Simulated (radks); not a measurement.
All-electron atom: the potassium ion K2+ in [Ne] 3s2 3p4 3d1 (not the ground configuration).

Calculated with a radial shooting solver on a logarithmic mesh with Libxc functionals: Dirac Kohn-Sham, PBE, spin-unpolarised, spherical densities, finite nucleus; open shells fill j = l - 1/2 first; Fermi nuclear charge, rms radius 3.4349 fm.

Energy parts (hartree):
total: -599.88204
kinetic: 604.10821
electron-nucleus: -1413.37740
Hartree: 241.96542
exchange-correlation: -32.57826

Orbitals (lengths in bohr, moments of r in powers of bohr; r(max) is where P^2 peaks):
| orbital | occ. | eigenvalue (hartree) | r(max) |
|---|---|---|---|
| 1s1/2 | 2 | -130.4804 | 0.05301 |
| 2s1/2 | 2 | -13.96326 | 0.3179 |
| 2p1/2 | 2 | -11.34987 | 0.2610 |
| 2p3/2 | 4 | -11.24309 | 0.2629 |
| 3s1/2 | 2 | -2.13775 | 1.061 |
| 3p1/2 | 2 | -1.51210 | 1.119 |
| 3p3/2 | 2 | -1.50085 | 1.124 |
| 3d3/2 | 1 | -0.61510 | 1.296 |
| 3d5/2 | 0 | -0.61441 | 1.297 |
| 4s1/2 | 0 | -0.53718 | 3.015 |
| 4p1/2 | 0 | -0.40558 | 3.494 |
| 4p3/2 | 0 | -0.40404 | 3.508 |

The highest occupied level is 3d3/2 at -16.738 eV. The density falls to 0.001 e/bohr^3 at r = 3.31 bohr. The electron density at the nucleus is 5196 e/bohr^3. Summed over all electrons, <r^2> = 17.11 bohr^2, which gives a Langevin (diamagnetic) susceptibility term of -13.5 x 10^-6 cm^3/mol.
